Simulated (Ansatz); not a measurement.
CH3BGeO. Charge 0, multiplicity 1. The bonds changed during the relaxation, so this is another structure than the one it started from. The structure was optimised at the PBE0-D4/def2-TZVP level.

```xyz
7

O     0.737   -1.566   -1.912
C     0.818   -0.900   -0.986
B     0.867   -0.040    0.192
Ge   -0.892    0.587    0.542
H     1.871    0.185    0.783
H    -1.289    1.519    1.691
H    -2.112    0.214   -0.309
```

(1) What is the dipole moment at r2SCAN/def2-TZVPP? (Estimate.)

(2) And with PBE, B3LYP, ωB97M-V? (Best estimate.)

(3) Give the Mulliken charges with r2SCAN, ωB97M-V, B3LYP in def2-TZVPP. (Estimate.)

Answers

(1) The calculation gave: 0.99 D, with components (-0.79, 0.45, 0.39) D in this frame, pointing from negative to positive charge.

(2) The calculation gave: PBE 0.99 D, B3LYP 1.08 D, ωB97M-V 1.17 D.

(3) Computed: 
```tsv
atom	r2SCAN	ωB97M-V	B3LYP
O1	-0.10	-0.09	-0.08
C2	0.28	0.29	0.26
B3	-0.21	-0.28	-0.20
Ge4	-0.04	-0.11	-0.08
H5	0.04	0.10	0.05
H6	0.02	0.05	0.02
H7	0.02	0.05	0.02
```

B3LYP here is the variant with VWN-RPA as its local correlation; programs differ in this.
